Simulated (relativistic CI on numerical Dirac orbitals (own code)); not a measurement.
**Ir⁴⁺: 4f photoemission**

Computed with this model: Dirac-Coulomb-Breit CI, KLI orbitals optimised for each configuration, model QED, valence Slater integrals scaled by 0.8, multiplet model of photoemission in the sudden approximation; configurations [Xe] 4f14 5d5 → [Xe] 4f13 5d5; 300 K; Lorentzian 0.17 eV and Gaussian 0.5 eV FWHM. Energies are those of the free ion, without screening or charge transfer. The energies are binding energies and can lie tens of eV above those of solids. S is read from ⟨S²⟩ = S(S + 1).

Field parameters in Wybourne normalisation: D4h B²₀ = −7Ds, B⁴₀ = 21(Dq − Dt), B⁴₄ = 21√(5/14) Dq. The field is a parameter set, without covalency.

free ion: ground-state S = 2.36, centroid 120.84 eV. Peaks (eV, height): 119.3 (100), 122.2 (57), 123.9 (12).

D4h, 10Dq = 39900, Ds = -1500, Dt = 250 cm⁻¹: ground-state S = 0.60, centroid 121.08 eV. Peaks (eV, height): 119.5 (100), 121.3 (8), 122.6 (64).

Strongest unbroadened transitions for D4h, 10Dq = 39900, Ds = -1500, Dt = 250 cm⁻¹:

```tsv
Energy (eV)	Relative strength
119.24	50.7
119.33	51.0
119.38	100.0
119.44	48.9
119.45	49.4
119.51	99.4
119.58	50.6
119.61	47.8
119.62	98.6
119.71	89.9
119.74	43.8
119.82	50.1
122.36	39.6
122.49	38.6
122.58	69.8
122.67	38.8
122.73	69.6
122.75	62.9
```
